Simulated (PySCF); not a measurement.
From results back to the method.

Species: C3H6ClFSi.
SMILES: `C=C[Si@](C)(F)Cl`

The closed-shell ground state was solved 3 times with PySCF (density fitting, gas phase), always in the pcSseg-1 basis (146 functions), with these functionals: B3LYP, HF and KT2. One conformer (not necessarily the lowest) at the PBE0-D3(BJ)/def2-SVP geometry, without solvent, vibrations or thermal averaging.

| row | total energy (Eh) | HOMO (eV) | LUMO (eV) | dipole (D) |
| --- | --- | --- | --- | --- |
| P | -967.5719 | -8.13 | -1.22 | 2.79 |
| Q | -976.8106 | -7.22 | -1.99 | 2.72 |
| R | -965.0114 | -10.82 | 2.78 | 3.12 |

Question: Which functional belongs to which row?

Answer: P = B3LYP, Q = KT2, R = HF. By rising HOMO–LUMO gap: KT2 (GGA) 5.23 eV; B3LYP (global hybrid, 20 % exact exchange) 6.91 eV; HF (all exact exchange) 13.60 eV. Total energies of different functionals aren't bounds to one another; each is stationary for its own functional.

Shape of the structure used: `[CH2:1]=[CH:2][Si@:3]([CH3:4])([F:5])[Cl:6]`: C1–C2–Si3–C4 -57°.
